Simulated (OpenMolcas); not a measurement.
# Cr4+: ligand-field states by method

Cr4+ with 5 ligands (fluoride, chloride on the axis) in trigonal bipyramidal coordination (D3h) at 1.8 Å, the axial distance 2.245 Å. A charge of +0.2 e stands 3.2 Å behind each ligand. Ligand basis ANO-RCC-VDZP.

```
Program             : OpenMolcas 26.06
Basis               : ANO-RCC-VTZP [6s5p3d2f1g]
Scalar Hamiltonian  : DKH2, point nucleus
Active space        : 2 electrons in 5 orbitals (3d)
State averaging     : 2S+1 = 3 even, 10 roots; 2S+1 = 1 even, 15 roots
Spin-orbit coupling : state interaction with AMFI integrals over the reference wave functions
```

I. CASSCF
II. SS-CASPT2, IPEA 0.25 Eh, imaginary shift 0.1 Eh (closed shells correlated: 3s 3p and the ligand valence shells)

Spin-free states (labels of D3, the rotations of D3h) in cm-1, each column counted from its own energy of the first state listed:

```json
{"State": "3A2", "Degeneracy": "1", "I": "0", "II": "0"}
{"State": "3A1", "Degeneracy": "1", "I": "6410", "II": "7460"}
{"State": "3A2", "Degeneracy": "1", "I": "6636", "II": "7540"}
{"State": "3E", "Degeneracy": "2", "I": "9463", "II": "10360"}
{"State": "1E", "Degeneracy": "2", "I": "15120", "II": "9580"}
{"State": "1E", "Degeneracy": "2", "I": "19751", "II": "15110"}
{"State": "1A1", "Degeneracy": "1", "I": "20846", "II": "14180"}
{"State": "1A1", "Degeneracy": "1", "I": "25599", "II": "20700"}
{"State": "1A2", "Degeneracy": "1", "I": "26143", "II": "21030"}
{"State": "3E", "Degeneracy": "2", "I": "26214", "II": "34500"}
{"State": "3A2", "Degeneracy": "1", "I": "27913", "II": "29370"}
{"State": "3E", "Degeneracy": "2", "I": "29148", "II": "30290"}
{"State": "1E", "Degeneracy": "2", "I": "34062", "II": "33060"}
{"State": "1E", "Degeneracy": "2", "I": "34712", "II": "34270"}
{"State": "1E", "Degeneracy": "2", "I": "40369", "II": "41970"}
{"State": "1A1", "Degeneracy": "1", "I": "41851", "II": "37930"}
{"State": "1A1", "Degeneracy": "1", "I": "65675", "II": "62220"}
```

From I to II, I's first state of the same spin (3A1) moves from 6410 to 7460 cm-1, by about +1000 cm-1.

From I to II, I's first state of another spin (1E) moves from 15120 to 9580 cm-1, by about -5500 cm-1.

χT at 300 K: I 0.96, II 0.97 cm3 K/mol.

Roots that are degenerate in the reference are averaged as groups; the widest CASPT2 spread within a group is 270 cm-1 (the 2-fold group of multiplicity 3 near 34500 cm-1 above the lowest state of its run, II). Shifts and gaps below about the spread of the groups concerned are not significant. Over all roots computed the reference weight is 0.68 to 0.69 in II; a low but even weight reflects the number of correlated electrons. The least metal-like active orbital is 74 % on the metal (Löwdin) and no ligand orbital is active, so the numbers are rough. Ligand-to-metal charge-transfer states are missing. With no ligand orbital active B as a rule stays too high, so bands that hang on it stand too high and its fall with covalency is understated. Without dynamic correlation the repulsion within the d shell is too large (B by tens of per cent), so at a given field states of lower spin stand too high (holds for I). With metal d orbitals alone and no dynamic correlation the field as a rule comes out too small, by tens of per cent, by up to half for chloride and softer ligands (holds for I). No measured value stands beside these numbers; the geometry is a model, was not optimised and need not be the one that this ion takes.
